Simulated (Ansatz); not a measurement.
Reaction (ligand exchange at the Sn–Cl bond): `[SH][SnH]([Cl])[Cl]` + H–F → `[F][SnH]([SH])[Cl]` + HCl

Calculated with Ansatz (gas phase, PBE0-D4/def2-TZVP geometries, no zero-point term in ΔE). CBS: MP2 limit from def2 TZ/QZ plus the TZ coupled-cluster correction, frozen cores. This one scheme is used for every species. DFT in def2-TZVPP. Elements past krypton have def2 core potentials. For Sn outer-core shells are correlated without core-valence functions, which leaves a few kJ/mol of doubt a bond. Each species was taken in one conformer, which may not be the lowest.

```
             level  ΔE (kJ/mol)  difference from CCSD(T)/CBS
         revPBE-D4         29.6                         -4.9
           BLYP-D4         23.4                        -11.1
            B97M-V         22.0                        -12.5
          BHLYP-D4         34.2                         -0.3
      CAM-B3LYP-D4         23.3                        -11.2
           ωB97X-V         25.0                         -9.5
            r2SCAN         25.3                         -9.2
           r2SCANh         28.3                         -6.2
           r2SCAN0         32.3                         -2.2
       HF/def2-SVP         34.0                         -0.5
SCS-MP2/def2-TZVPP         31.8                         -2.7
CCSD(T)/def2-TZVPP         31.4                         -3.1
     HF/def2-QZVPP         28.2                         -6.3
    MP2/def2-QZVPP         39.1                          4.6
     MP2/CBS(def2)         41.2                          6.7
    CCSD/CBS(def2)         34.3                         -0.2
       CCSD(T)/CBS         34.5                            0
```

Largest T1 diagnostic among the species: 0.013.

From PBE to PBE0 (25 % exact exchange), in def2-TZVPP and without D4, ΔE moves by +7.3 kJ/mol. The D4 term adds +6.1 kJ/mol with B3LYP and +3.3 kJ/mol with PBE0; it sums over pairs of atoms, weighted by their polarisabilities, and B3LYP, whose exchange is more repulsive, gets the larger term. At CCSD(T), def2-SVP lies −11.5 kJ/mol from the extrapolated value and def2-TZVPP −3.1 kJ/mol.

B3LYP here is the variant with VWN-RPA as its local correlation; programs differ in this.
